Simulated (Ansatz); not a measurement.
silyl(silyloxy)silane (H8OSi3), SMILES [SiH3]O[SiH2][SiH3].

Coordinates come from a TPSSh-D3(BJ)/def2-SVP optimisation. The values are those of a single conformer.

Two levels are set side by side: PBE/def2-SVPD (Ansatz, a first-principles code) and CAM-B3LYP/def2-SVPD (Ansatz). Energy differences of separate SCF runs at the same geometry; the states with an electron removed or added have multiplicity 2 and 2. Differences are taken from unrounded values.

```tsv
quantity	PBE
vertical ionisation energy (eV)	9.48
vertical singlet–triplet gap (eV)	5.09
```

Task: These are the PBE values. What does CAM-B3LYP give? (Estimate from the structure and the level; the computed values follow.)

Result: 
| quantity | CAM-B3LYP | PBE minus CAM-B3LYP |
|---|---|---|
| vertical ionisation energy (eV) | 10.02 | -0.55 |
| vertical singlet–triplet gap (eV) | 5.82 | -0.73 |
